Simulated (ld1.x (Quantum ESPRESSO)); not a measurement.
**Before and after: TM potential for gallium (Ga)**

```
Element                 : gallium
Generator               : ld1.x (Quantum ESPRESSO) 7.5
Type                    : norm-conserving Troullier–Martins (Kleinman–Bylander form)
Functional              : PBE
Relativity              : scalar-relativistic
Frozen core             : [Ar] 3d10
Valence charge          : 3
Reference configuration : 4s1 4p2
Partial waves           : 4s (bound): rc 1.70 bohr; 4p (bound): rc 2.25 bohr
Local potential         : the p channel
Core correction         : Bessel-smoothed model core inside 0.80 bohr
```

All-electron outer shells of the reference configuration (PBE, scalar-relativistic, ld1.x):

```csv
shell,level (eV),outermost node (bohr),outermost maximum (bohr)
3p,-100.79,0.24,0.56
3d,-21.04,–,0.53
4s,-10.04,0.80,1.87
4p,-3.35,0.87,2.47
```

Change: wave 4p (bound): rc 2.25 bohr becomes 4p (bound): rc 2.92 bohr.

Cutoffs: the cutoffs (Ry, on a coarse ladder) from which the occupation-weighted sum of valence levels, in a spherical-Bessel basis at the reference potential, stays within 10 and 1 mRy of its value at 400 Ry; they do not see the model core or the augmentation charge, which bear on the density cutoff. Errors are all-electron minus pseudo energies relative to the spin-unpolarised reference configuration.

Problem. Predict the effect on cutoff, ghosts and configuration errors.

Solution. The potential gets neither clearly harder nor softer (12 Ry and 35 Ry → 12 Ry and 35 Ry); both files keep a bound ghost (s); of the 7 tests that both files solve, the error grows in 0 and shrinks in 5 by more than 15 % and 0.3 meV (median size 17.7 → 10.4 meV). That the errors move this way runs against the usual rule that smaller radii transfer better.

| quantity | base | changed |
| --- | --- | --- |
| cutoff, loose | 12 Ry | 12 Ry |
| cutoff, tight | 35 Ry | 35 Ry |
| bound ghosts | s | s |
| error for 4s2 4p1, meV [ΔE -6.54 eV] | -19 | -13 |
| error for 4s2 4p0, meV [ΔE -0.85 eV] | -7.2 | -0.9 |
| error for 4s1 4p0, meV [ΔE 20.28 eV] | -97 | -108 |
| error for 4s1 4p1, meV [ΔE 6.52 eV] | -11 | -10 |
| error for 4s2 4p0.5, meV [ΔE -4.51 eV] | -12 | -5.9 |
| error for 4s0 4p3, meV [ΔE 6.83 eV] | -18 | -10 |
| error for 4s2 4p1.3, meV [ΔE -7.07 eV] | -21 | -15 |

 A true bound ghost makes a file unfit for plane-wave use even where its test errors are small: the radial tests pick states by their node count and pass the ghost by.
